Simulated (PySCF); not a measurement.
PySCF was given this input:
```python
from pyscf import gto, scf, dft

mol = gto.M(
    atom='''
C    -0.189300    1.861500    1.174900
C    -0.202200    0.753400    0.410400
C    -1.524500    0.398100   -0.317600
N    -2.411300   -0.368300    0.579200
Si   -1.209800   -0.622200   -1.923500
Si    0.871500   -1.241000   -1.122800
N     0.890100   -0.120300    0.203200
Si    2.452600   -0.168600    0.889400
H     0.688900    2.190900    1.717300
H    -1.074700    2.481600    1.279800
H    -2.048300    1.310100   -0.629000
H    -2.665500    0.233200    1.362800
H    -1.869700   -1.125400    1.000000
H    -1.122500    0.263700   -3.123000
H    -2.152900   -1.763400   -2.128700
H     1.959300   -0.949200   -2.094500
H     0.895000   -2.631900   -0.598700
H     3.397900    0.547900   -0.001200
H     2.421000    0.517600    2.203700
H     2.894500   -1.567600    1.118100
''',
    basis='def2-svp',
    charge=0,
    spin=0,
    verbose=4,
)

mf = dft.RKS(mol)
mf.xc = 'm062x'
mf = mf.density_fit(auxbasis='def2-universal-jkfit')
mf.kernel()
```

Task: Estimate the HOMO energy that PySCF with DF-M062X/def2-SVP returns for this input.

Result: -7.33 eV

Task: What is the computed Mulliken (on the basis functions themselves) charges in atom order (DF-M062X/def2-SVP)?

Result: C1 -0.14, C2 0.12, C3 -0.24, N4 -0.21, Si5 0.28, Si6 0.38, N7 -0.61, Si8 0.50, H9 0.04, H10 0.03, H11 0.07, H12 0.11, H13 0.11, H14 -0.04, H15 -0.03, H16 -0.06, H17 -0.06, H18 -0.07, H19 -0.09, H20 -0.08

Task: Predict the total energy from DF-M062X/def2-SVP.

Result: -1098.9001 Eh

Task: Give the dipole moment at the level DF-M062X/def2-SVP.

Result: 0.42 D

Task: What is the computed nuclear repulsion energy (DF-M062X/def2-SVP)?

Result: 633.5971 Eh
